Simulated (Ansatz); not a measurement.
## Reading a saddle point

A first-order saddle point of Si$_{2}$H$_{6}$OF$_{4}$, singlet, PBE0-D4/def2-TZVP, with one imaginary mode of 612i cm⁻¹:

| atom | x (Å) | y (Å) | z (Å) |
| --- | --- | --- | --- |
| Si1 | -1.2011 | -0.0881 | 0.3651 |
| Si2 | 0.3806 | 0.0864 | -1.5772 |
| F3 | -2.5265 | -0.9616 | 0.3040 |
| F4 | -1.8082 | 1.1593 | -0.4940 |
| F5 | -0.9958 | 0.7254 | 1.7452 |
| H6 | 1.1157 | -0.7291 | 1.4728 |
| F7 | -0.3096 | -1.4237 | 0.9459 |
| H8 | 0.9710 | 0.2869 | 0.2895 |
| O9 | 1.5992 | 0.1143 | 1.2479 |
| H10 | 1.6682 | -0.6549 | -1.7116 |
| H11 | -0.6538 | -0.7176 | -2.2874 |
| H12 | 0.4997 | 1.4323 | -2.1817 |
| H13 | 1.2608 | 0.7704 | 1.8814 |

Computed with Ansatz 0.2.0 (basis: def2-TZVPP and def2-QZVPP); correlated methods freeze the cores. Extrapolation: Hartree–Fock as exp(−7.88 √X), correlation as X^−2.97.

Question: Which contacts change along the imaginary mode, and what lies on either side? (A judgement: the text doesn't fix the answer.)

Answer: By the calculation: The step is Si₂H₃F₃ ([F][Si]([F])([F])[SiH3]) + H₂O + HF → SiF₄ ([F][Si]([F])([F])[F]) + SiH₄ + H₂O, with the molecules in contact on both sides. Shortening one way: Si1–F7, Si2–H8, H6–O9; lengthening the same way: Si1–Si2, H6–F7, H8–O9.
```json
{"pair": "Si1–F7", "one side (Å)": "2.95", "saddle (Å)": "1.71", "other side (Å)": "1.57"}
{"pair": "Si2–H8", "one side (Å)": "5.26", "saddle (Å)": "1.97", "other side (Å)": "1.49"}
{"pair": "H6–O9", "one side (Å)": "1.57", "saddle (Å)": "1.00", "other side (Å)": "0.96"}
{"pair": "Si1–Si2", "one side (Å)": "2.33", "saddle (Å)": "2.51", "other side (Å)": "4.47"}
{"pair": "H6–F7", "one side (Å)": "0.96", "saddle (Å)": "1.67", "other side (Å)": "3.24"}
{"pair": "H8–O9", "one side (Å)": "0.96", "saddle (Å)": "1.16", "other side (Å)": "3.01"}
```

Question: Which side is lower, and how far does the saddle lie above each? (Judge from chemistry; the value comes from the calculation.)

Answer: The calculation gives: The side with Si1–F7, Si2–H8, H6–O9 short is lower by 113.9 kJ/mol; the saddle lies 280.6 kJ/mol above it and 166.6 kJ/mol above the other (CCSD(T) at an estimated basis limit (MP2 extrapolated from triple and quadruple zeta, plus CCSD(T) − MP2 in triple zeta); electronic energies).

No T1 diagnostic of these runs exceeds 0.013.

Labels in which every atom is bracketed show which atoms are joined, not bond orders.

For scale, one of the runs: CCSD(T)/def2-TZVPP, 323 basis functions, launched by `ansatz run in.yaml --threads 4 --pin off --events-out ev --progress --plain --max-ram 66560MiB --backend cuda --devices 0, --max-vram 37GiB`. Time: 16 s of wall clock on 4 CPU threads of an AMD EPYC 7R13 and a share of one NVIDIA H100; the host was shared. Peak host memory: 0.84 GiB.
